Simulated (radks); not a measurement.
Results of a calculation; reference values are marked as such.
Q: Ionisation of neutral osmium, [Xe] 4f14 5d6 6s2, to Os+, [Xe] 4f14 5d6 6s1, under several functionals. Scalar-relativistic Kohn-Sham, spin-polarised, spherical densities, finite nucleus; open shells are filled with parallel spins first (spin-orbit coupling, left out, can overturn this in heavy ions); a radial shooting solver on a logarithmic mesh with Libxc functionals. Known Delta-SCF values: TASK exchange with Perdew-Wang LDA correlation 7.553 eV; exchange-only r2SCAN 6.950 eV. What does Wu-Cohen GGA give, and what is its highest occupied eigenvalue?

A: 8.362 eV by Delta-SCF; the 5d eigenvalue is -4.876 eV. NIST: 8.438 eV (measured).
